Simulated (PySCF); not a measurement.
Two species compared at the same levels of theory.

First species: C5H14N2OSi.
SMILES with atom numbers: `[CH2:1]=[CH:2][Si@H:3]([OH:4])[N:5]([CH3:6])[CH2:7][CH2:8][NH2:9]` (hydrogens: H10, H11 on C1; H12 on C2; H13 on Si3; H14 on O4; H15, H16, H17 on C6; H18, H19 on C7; H20, H21 on C8; H22, H23 on N9)

Second species: C9H11F.
InChI=1S/C9H11F/c1-7(2)5-6-8(3)9(4)10/h7H,3-4H2,1-2H3

Levels: PBE0/pcSseg-1 for HOMO energy, LUMO energy and HOMO–LUMO gap. Geometries: GFN2-xTB. Each species is one conformer at its optimised geometry, gas phase, non-relativistic unless stated. Electronic properties by PySCF.

Dipoles, sizes and rotational constants follow the conformer. The torsions of the flexible species, by atom-mapped SMILES:
- `[CH2:1]=[C:2]([F:3])[C:4](=[CH2:5])[C:6]#[C:7][CH:8]([CH3:9])[CH3:10]`: C1–C2–C4–C5 180°

The conformers of `C=C[Si@H](O)N(C)CCN` aren't listed.

Values for the first species:

```
HOMO energy   : -6.03 eV
LUMO energy   : 0.02 eV
HOMO–LUMO gap : 6.05 eV
```

(1) Estimate the same properties for the second species, and the change in each.

## Answers

(1) 
| property | first | second | second less first |
| --- | --- | --- | --- |
| HOMO energy | -6.03 eV | -6.79 eV | -0.76 eV |
| LUMO energy | 0.02 eV | -1.32 eV | -1.34 eV |
| HOMO–LUMO gap | 6.05 eV | 5.47 eV | -0.58 eV |

